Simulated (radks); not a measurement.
Results of a calculation; reference values are marked as such.
Spherical quantum dot in the effective-mass picture: electrons in a parabolic well V = omega^2 r^2 / 2 with omega = 0.283, with a point charge +1 (a donor) at the centre, all in effective atomic units (hartree* = m*/eps^2 hartree, bohr* = eps/m* bohr), one dielectric constant everywhere. Level of theory: non-relativistic Kohn-Sham, LDA (Slater exchange, Perdew-Wang correlation), spin-polarised, spherical densities (a radial shooting solver with Libxc functionals). Levels are named by radial order and angular momentum (1s, 1p, 1d, 2s, ...), and open shells are averaged over m. Results are scaled to m* = 0.155 and eps = 6.1, for which hartree* = 113.4 meV and bohr* = 2.083 nm. Each electron was tried in the lowest free levels, single moves between levels near the top were tried too, and the lowest total energy was kept; such a search can miss a lower state. At N = 1 the Hartree and exchange-correlation terms need not cancel, so that row can carry a self-interaction error.

N	open shells	2S	mu = E(N) - E(N-1) (meV)	addition energy mu(N+1) - mu(N) (meV)	e(HOMO) (meV)	rms radius (nm)
1	1s(up 1, down 0)	1	-42.579	67.68	-14.143	3.060
2	none	0	25.096	85.87	47.454	3.699
3	1p(up 1, down 0)	1	110.96	27.91	124.83	4.904
4	1p(up 2, down 0)	2	138.87	27.63	152.82	5.581
5	1p(up 3, down 0)	3	166.50	33.01	180.02	6.079
6	1p(up 3, down 1)	2	199.51	23.99	211.50	6.516
7	1p(up 3, down 2)	1	223.50	23.75	235.45	6.884
8	none	0	247.25	31.57	258.96	7.210
9	2s(up 1, down 0)	1	278.82	25.05	289.84	7.569
10	none	0	303.87	27.79	314.89	7.890
11	1d(up 1, down 0)	1	331.66	20.02	341.71	8.185
12	1d(up 2, down 0)	2	351.67	19.73	361.59	8.453
13	1d(up 3, down 0)	3	371.40	19.43	381.17	8.698
14	1d(up 4, down 0)	4	390.83	19.13	400.45	8.927
15	1d(up 5, down 0)	5	409.96	22.83	419.43	9.141
16	1d(up 5, down 1)	4	432.79	18.10	441.88	9.349
17	1d(up 5, down 2)	3	450.90	17.92	459.89	9.545
18	1d(up 5, down 3)	2	468.82	17.72	477.71	9.731
19	1d(up 5, down 4)	1	486.53	17.51	495.32	9.910
20	none	0	504.04	31.31	512.72	10.08
21	1f(up 1, down 0)	1	535.35	16.47	543.61	10.26
22	1f(up 2, down 0)	2	551.82	16.32	560.01	10.44
23	1f(up 3, down 0)	3	568.14	16.17	576.25	10.61
24	1f(up 4, down 0)	4	584.31	16.02	592.35	10.77
25	1f(up 5, down 0)	5	600.33	15.87	608.29	10.92
26	1f(up 6, down 0)	6	616.20	15.73	624.09	11.07
27	1f(up 7, down 0)	7	631.93	18.92	639.75	11.22
28	1f(up 7, down 1)	6	650.85	15.22	658.48	11.36
29	1f(up 7, down 2)	5	666.07	-	673.64	11.50

All shells are closed at N = 2, 8, 10, 20 (there: 1s2 1p6 1d10 2s2); the second difference of the energy has clear peaks (12 % above both neighbours; the first and last values, which can be the largest, are not judged, and half-filled shells can peak too) at N = 2, 5, 8, 15, 20, 27.
